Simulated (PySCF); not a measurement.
Molecule: SMILES C=CC[SiH2]S[SiH3], C3H10SSi2.

Bonds (- single, = double, # triple, : aromatic): C1=C2, C2-C3, C3-Si4, Si4-S5, S5-Si6. C1 carries H7, H8; C2 carries H9; C3 carries H10, H11; Si4 carries H12, H13; Si6 carries H14, H15, H16. H8 is cis to C3; H7 is trans to C3.

Frames of a GFN2-xTB Langevin trajectory at 200 K; GIAO PBE0/pcSseg-1 shieldings in PySCF, gas phase, non-relativistic; equivalent atoms averaged within each frame.

References, each an isolated molecule treated in the same way: ¹³C (σ = 186.93 ppm) and ²⁹Si (σ = 349.16 ppm) and ¹H (σ = 31.72 ppm) vs TMS; ³³S (σ = 503.73 ppm) vs CS2. The references are static minima.

How do the shifts (ppm) fluctuate along the trajectory?

Results:


```
         time (fs)     C2     C1    C3    Si4    Si6    S5    H9    H7    H8  H14/H15/H16
               250  137.8  122.6  23.3  -22.7  -53.5  -349  5.88  5.66  4.91         4.39
               425  144.1  119.3  26.7  -21.6  -54.5  -348  5.77  5.13  5.20         5.20
               625  142.4  118.7  31.7  -30.3  -59.4  -340  5.94  4.48  5.80         4.78
               800  143.8  119.1  30.2   -2.0  -54.6  -314  6.69  5.32  5.42         5.14
              1000  147.4  128.8  22.6   -2.7  -55.0  -330  6.43  6.34  5.43         5.07
    mean of frames  143.1  121.7  26.9  -15.9  -55.4  -336  6.14  5.39  5.35         4.92
standard deviation    3.5    4.3   4.0   12.8    2.3    14  0.40  0.68  0.33         0.34
```

5 frames give an uncertainty of the mean of about the standard deviation over 2.2 at best, since frames this close in time may not be independent; classical motion lacks zero-point vibration, and the reference would need the same averaging.
